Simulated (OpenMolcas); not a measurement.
**Multiconfigurational calculation on Eu2+**

Input:

```
&GATEWAY
Coord
1

Eu 0.0 0.0 0.0
Basis=ANO-R1
Group=XYZ
NoMove
AngMom=0.0 0.0 0.0
AMFI
&SEWARD
&RASSCF
FileOrb=start.orb
Symmetry=2
Spin=8
nActEl=7 0 0
Inactive=15 12
Ras2=0 7
CIRoot=1 1 1
SDav=1
CIMx=300
Iter=120 100
PrWF=0.3
OrbListing=Nothing
MaxOrb=0
Atom
>>> COPY $Project.JobIph JOB001
&RASSCF
FileOrb=start.orb
Symmetry=2
Spin=6
nActEl=7 0 0
Inactive=15 12
Ras2=0 7
CIRoot=48 48 1
SDav=48
CIMx=300
Iter=120 100
PrWF=0.3
OrbListing=Nothing
MaxOrb=0
Atom
>>> COPY $Project.JobIph JOB002
&RASSI
NrOfJobIphs=2 1 21
1
1 2 3 4 5 6 7 8 9 10 11 12 13 14 15 16 17 18 19 20 21
IphNames
JOB001
JOB002
EJob
SpinOrbit
DIPRint=1.0
SOCoupling=1000.0
Subsets=2
MEES
Property=10
'ANGMOM' 1 'ANGMOM' 2 'ANGMOM' 3 'MLTPL  1' 1 'MLTPL  1' 2 'MLTPL  1' 3
'AMFI' 1 'AMFI' 2 'AMFI' 3 'MLTPL  2' 6
SOProperty=3
'ANGMOM' 1 'ANGMOM' 2 'ANGMOM' 3
```

Launched by
```bash
OMP_NUM_THREADS=1 MOLCAS_MEM=2252 MOLCAS_PROJECT=a pymolcas a.inp > a.log  # once for each step of the input, in one work folder
```

A driver script runs the steps one by one and writes start.orb anew before each from the orbitals found so far.

Output, cut to the results:

```
--- SEWARD ---
Basis set label: EU.ANO-R...7S5P3D2F.

      Electronic valence basis set:
      ------------------
      Associated Effective Charge  63.000000 au
      Associated Actual Charge     63.000000 au
      Nuclear Model: Finite nucleus - Gaussian distribution
        Gaussian exponent, Xi/bohr**(-2):  1.65273E+08

      Shell  nPrim  nBasis  Cartesian Spherical Contaminant
         s      25       7        X
         p      19       5        X
         d      12       3                 X
         f      10       2                 X
                  Relativistic X2C integrals
                  Atomic mean-field integrals
--- RASSCF ---
Wave function specifications:
      -----------------------------

      Number of closed shell electrons          54
      Number of electrons in active shells       7
      Max number of holes in RAS1 space          0
      Max nr of electrons in RAS3 space          0
      Number of inactive orbitals               27
      Number of active orbitals                  7
      Number of secondary orbitals              17
      Spin quantum number                      3.5
      State symmetry                             2
Orbital specifications:
      -----------------------

      Symmetry species                           1   2
                                                ag  au
      Frozen orbitals                            0   0
      Inactive orbitals                         15  12
      Active orbitals                            0   7
      RAS1 orbitals                              0   0
      RAS2 orbitals                              0   7
      RAS3 orbitals                              0   0
      Secondary orbitals                         7  10
      Deleted orbitals                           0   0
      Number of basis functions                 22  29
      Number of CSFs                             1
      Number of root(s) required                 1
      Iter CI   SX   CI       RASSCF       Energy    max ROT     max BLB   max BLB  Level Ln srch  Step   QN
          iter iter root      energy       change     param      element    value   shift minimum  type update
 Nr of preliminary CI iterations:   1
      Total energies have been shifted. Add               -10000.00 au
        1   1    7    1  -839.12151390    0.00E+00  -2.09E-02   15  16 1  8.35E-02*  0.00   0.00    SX    NO
        2   1    6    1  -839.12843802   -6.92E-03*  2.39E-03   15  16 1  9.33E-03*  0.00   0.00    SX    NO
        3   1    6    1  -839.12850023   -6.22E-05* -2.18E-03   10  20 2  1.67E-03*  0.00   0.00    SX    NO
        4   1    6    1  -839.12849456    5.67E-06*  3.02E-03   14  22 1 -1.52E-03*  0.00   0.00    SX    NO
        5   1    6    1  -839.12848230    1.23E-05* -2.78E-03   16  26 2  2.05E-03*  0.00   0.43    SX   YES
        6   1    6    1  -839.12849957   -1.73E-05*  1.06E-03   16  26 2 -1.24E-03*  0.00   0.62    QN   YES
        7   1    3    1  -839.12850964   -1.01E-05* -7.88E-06   16  26 2  8.43E-06   0.00   0.99    QN   YES
        8   1    2    1  -839.12850964   -4.62E-10   1.54E-07   11  21 2 -4.51E-07   0.00   1.02    QN   YES
      Convergence after  8 iterations
        9   1    2    1  -839.12850964    1.09E-11   1.54E-07    3  17 1 -1.03E-07   0.00   1.02    QN   YES
      Natural orbitals and occupation numbers for root  1
      sym 2:   1.000000   1.000000   1.000000   1.000000   1.000000   1.000000   1.000000
::    RASSCF root number  1 Total energy: -10839.12850964
--- RASSCF ---
Wave function specifications:
      -----------------------------

      Number of closed shell electrons          54
      Number of electrons in active shells       7
      Max number of holes in RAS1 space          0
      Max nr of electrons in RAS3 space          0
      Number of inactive orbitals               27
      Number of active orbitals                  7
      Number of secondary orbitals              17
      Spin quantum number                      2.5
      State symmetry                             2
Orbital specifications:
      -----------------------

      Symmetry species                           1   2
                                                ag  au
      Frozen orbitals                            0   0
      Inactive orbitals                         15  12
      Active orbitals                            0   7
      RAS1 orbitals                              0   0
      RAS2 orbitals                              0   7
...
--- RASSI ---
SPIN-FREE ENERGIES:
  (Shifted by EMIN (a.u.) =     -10839.1285096379)

 SF State       Relative EMIN(au)   Rel lowest level(eV)    D:o, cm**(-1)      L_eff

     1             0.0000000000        0.0000000000              0.0000         0.0
     2             0.1662104598        4.5228170206          36478.9794         1.0
     3             0.1662104598        4.5228170206          36478.9794         1.0
     4             0.1662104598        4.5228170206          36478.9794         1.0
     5             0.1778539682        4.8396530244          39034.4341         6.0
     6             0.1778539682        4.8396530244          39034.4341         6.0
     7             0.1778539682        4.8396530244          39034.4341         6.0
     8             0.1778539682        4.8396530244          39034.4341         6.0
     9             0.1778539682        4.8396530244          39034.4341         6.0
    10             0.1778539682        4.8396530244          39034.4341         6.0
    11             0.1778539682        4.8396530244          39034.4341         6.0
    12             0.1778539682        4.8396530244          39034.4341         6.0
    13             0.1778539682        4.8396530244          39034.4341         6.0
    14             0.1778539682        4.8396530244          39034.4341         6.0
    15             0.1778539682        4.8396530244          39034.4341         6.0
    16             0.1778539682        4.8396530244          39034.4341         6.0
    17             0.1778539682        4.8396530244          39034.4341         6.0
    18             0.1995285271        5.4294478177          43791.4499         2.0
    19             0.1995285271        5.4294478177          43791.4499         2.0
    20             0.1995285271        5.4294478177          43791.4499         2.0
    21             0.1995285271        5.4294478177          43791.4499         2.0
...
```

Levels above the lowest, from the spin-orbit matrix, grouped by J:

```json
{"Configuration": "4f⁷", "Term": "⁸S°", "J": "7/2", "E (cm⁻¹)": "0.0", "Measured (cm⁻¹)": "0.0", "Term weight %": "98", "Second": ""}
{"Configuration": "4f⁷", "Term": "⁶P°", "J": "5/2", "E (cm⁻¹)": "36326", "Measured (cm⁻¹)": "", "Term weight %": "91", "Second": "9 ⁶D°"}
{"Configuration": "4f⁷", "Term": "⁶P°", "J": "3/2", "E (cm⁻¹)": "36702", "Measured (cm⁻¹)": "", "Term weight %": "95", "Second": "5 ⁶D°"}
{"Configuration": "4f⁷", "Term": "⁶P°", "J": "7/2", "E (cm⁻¹)": "36862", "Measured (cm⁻¹)": "28200", "Term weight %": "88", "Second": "10 ⁶D°"}
{"Configuration": "4f⁷", "Term": "⁶I°", "J": "17/2", "E (cm⁻¹)": "39658", "Measured (cm⁻¹)": "32073", "Term weight %": "100", "Second": ""}
{"Configuration": "4f⁷", "Term": "⁶I°", "J": "7/2", "E (cm⁻¹)": "39658", "Measured (cm⁻¹)": "", "Term weight %": "100", "Second": ""}
{"Configuration": "4f⁷", "Term": "⁶I°", "J": "9/2", "E (cm⁻¹)": "39658", "Measured (cm⁻¹)": "", "Term weight %": "100", "Second": ""}
{"Configuration": "4f⁷", "Term": "⁶I°", "J": "15/2", "E (cm⁻¹)": "39658", "Measured (cm⁻¹)": "32308", "Term weight %": "100", "Second": ""}
{"Configuration": "4f⁷", "Term": "⁶I°", "J": "11/2", "E (cm⁻¹)": "39658", "Measured (cm⁻¹)": "32180", "Term weight %": "100", "Second": ""}
{"Configuration": "4f⁷", "Term": "⁶I°", "J": "13/2", "E (cm⁻¹)": "39658", "Measured (cm⁻¹)": "", "Term weight %": "100", "Second": ""}
{"Configuration": "4f⁷", "Term": "⁶D°", "J": "9/2", "E (cm⁻¹)": "44416", "Measured (cm⁻¹)": "", "Term weight %": "100", "Second": ""}
{"Configuration": "4f⁷", "Term": "⁶D°", "J": "1/2", "E (cm⁻¹)": "44416", "Measured (cm⁻¹)": "", "Term weight %": "100", "Second": ""}
{"Configuration": "4f⁷", "Term": "⁶D°", "J": "3/2", "E (cm⁻¹)": "44816", "Measured (cm⁻¹)": "", "Term weight %": "95", "Second": "5 ⁶P°"}
{"Configuration": "4f⁷", "Term": "⁶D°", "J": "5/2", "E (cm⁻¹)": "45192", "Measured (cm⁻¹)": "", "Term weight %": "91", "Second": "9 ⁶P°"}
{"Configuration": "4f⁷", "Term": "⁶D°", "J": "7/2", "E (cm⁻¹)": "45281", "Measured (cm⁻¹)": "", "Term weight %": "90", "Second": "10 ⁶P°"}
```

Against the 4 measured excited levels shown (Martin, Zalubas and Hagan, Atomic Energy Levels: The Rare-Earth Elements, NSRDS-NBS 60 (1978)) the mean absolute deviation is 7800 cm-1; the largest miss in energy is 4f⁷ ⁶P°_7/2: computed 36862, measured 28200 cm⁻¹ (+30.7 %).

No quartet enters the spin-orbit mixing, so the splitting and order within the octet and the sextets are unsound, and g values and χT are rough. Without dynamic correlation excited terms often stand tens of per cent too high (terms of higher spin than the ground term too low), and those without a measured partner can miss by more than the paired ones. Computed and measured levels are paired by configuration, term and J; levels that our copy of the source lacks, or whose pairing is in doubt (as where it misses far off the trend of its configuration), stay unpaired and out of the deviations. Only configurations of the active space appear. The first state left out of the spin-orbit step lies near 59000 cm-1 above the lowest spin-free state of the reference (among the parities and spins computed), and the list stops at four fifths of that energy or lower.

The RASSCF and RASSI steps took 37 s on 1 thread of Arm Neoverse V1, on a shared host; the integral step is not counted.

The term weight is that of the spin-free term in the level, not the purity of its configuration. ° marks odd parity.
